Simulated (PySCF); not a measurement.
H₁₀Si₄, triplet, at the geometry of the source list (a higher spin typed on purpose: for a closed-shell molecule this is an excited state). Base run: DF-PBE0/def2-SV(P) (PySCF).

Here is a job for PySCF.
```python
from pyscf import gto, scf, dft

mol = gto.Mole()
mol.atom = '''
    Si    2.098800   -0.873000    0.892900
    Si    1.094900    1.112000    0.257600
    Si   -0.717300    0.797700   -1.162400
    Si   -2.374600   -0.521200   -0.232300
    H     3.280500   -0.736400    1.746500
    H     1.154600   -1.721800    1.625400
    H     2.525300   -1.643100   -0.279300
    H     2.093500    2.032300   -0.310600
    H     0.632100    1.835000    1.455500
    H    -0.234300    0.176000   -2.408200
    H    -1.281500    2.072900   -1.634200
    H    -2.842000    0.042300    1.037700
    H    -3.566900   -0.711800   -1.060400
    H    -1.863200   -1.860900    0.071800
'''
mol.basis = 'def2-sv(p)'
mol.charge = 0
mol.spin = 2
mol.verbose = 4
mol.build()

mf = dft.UKS(mol)
mf.xc = 'pbe0'
mf = mf.density_fit(auxbasis='def2-universal-jkfit')
mf.kernel()
```

Variants of this job, named by their change:

```
change                                  E (Eh)  HOMO (eV)  dipole (D)  <S^2>  core-seconds (rough)        outcome
---------------------------------  -----------  ---------  ----------  -----  --------------------  -------------
base                               -1162.85850      -2.41        0.14  2.007                    30      converged
functional = mn15                  -1162.76822      -2.68        0.18  2.005                    40      converged
functional = b3lyp                 -1163.44050      -2.16        0.13  2.005                    20      converged
functional = bp86                  -1163.47521      -1.80        0.04  2.004                    20      converged
functional = o3lyp                 -1163.30812      -1.90        0.09  2.005                    30      converged
functional = bhandhlyp             -1163.33296      -2.88        0.23  2.010                    20      converged
functional = hse06                 -1162.92008      -2.05        0.13  2.007                    40      converged
functional = m06                   -1163.30255      -2.18        0.10  2.004                    40      converged
functional = b97-1                 -1163.24066      -2.13        0.13  2.005                    20      converged
functional = wb97x                 -1163.32184      -4.03        0.23  2.009                    30      converged
functional = m062x                 -1163.25286      -2.98        0.18  2.005                    60      converged
functional = pbe; dispersion = d4            -          -           -      -                     -  not converged
functional = lda,vwn                         -          -           -      -                     -  not converged
```

Totals shift with the method and basis; they matter in differences.

Open shells are given as the SCF converged; they aren't shown to be the lowest states, and a large step between rows can be another state.
